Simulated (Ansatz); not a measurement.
Cartesian coordinates in Å:
```
C 1.477 0.440 0.694
Si -0.018 -0.550 0.240
Cl 0.130 -2.421 1.054
C -1.039 -0.205 -1.226
N -1.580 0.098 0.148
H 2.389 -0.065 0.370
H 1.533 0.572 1.777
H 1.429 1.422 0.221
H -1.606 -0.957 -1.769
H -0.772 0.650 -1.848
H -1.944 1.017 0.338
```

Charge 0, multiplicity 1.

Task: List the r2SCAN/def2-TZVPP orbital energies in eV (Ansatz 0.2.0). (Estimate.)

Result: Computed: Occupied: -2753.23, -1791.83, -384.85, -273.50, -273.15, -254.63, -193.16, -193.04, -193.03, -142.17, -97.07, -97.03, -96.99, -23.22, -21.36, -18.61, -16.47, -13.54, -11.64, -11.27, -10.77, -10.55, -9.26, -8.94, -8.60, -7.89, -7.05, -5.77. Lowest empty: 0.17, 0.32, 1.40, 1.52, 2.04, 2.60, 2.77, 3.04.
